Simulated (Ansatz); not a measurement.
SnSe (SMILES [Se][Sn]): entropy by statistical mechanics

A linear singlet with charge 0, relaxed at PBE0-D4/def2-TZVP (core potential) (Ansatz 0.2.0):

```xyz
2

Se    0.0000    0.0000    0.0065
Sn    0.0000    0.0000    2.3318
```

Harmonic wavenumbers in cm⁻¹: 341.

Masses in u: Se 78.971, Sn 118.71. Take T = 298.15 K, p = 1 bar, R = 8.3145 J/(mol K), kT/hc = 207.22 cm⁻¹, rigid rotor and harmonic oscillator.

**Question.** Compute the standard molar entropy.

**Answer.** 
1. Translation (Sackur–Tetrode): S = R[3/2 ln M + 5/2 ln T − 1.1517] with M = 197.681 gives 174.8 J/(mol K).
2. Rotation: the moment of inertia is 256.418 u Å², so B = 16.8576/I = 0.0657 cm⁻¹; σ = 1; q = kT/(σhcB) = 3154.0; S = R(ln q + 1) = 75.3.
3. Vibration: with u = ν̃/207.22, each mode gives R[u/(eᵘ − 1) − ln(1 − e⁻ᵘ)]; the sum is 5.1, most from 341 cm⁻¹ (5.1).
4. Electronic: R ln 1 = 0.0, from the spin multiplicity alone.
5. Sum: 174.8 + 75.3 + 5.1 + 0.0 = 255.2 J/(mol K).

No measured value is set beside it here.
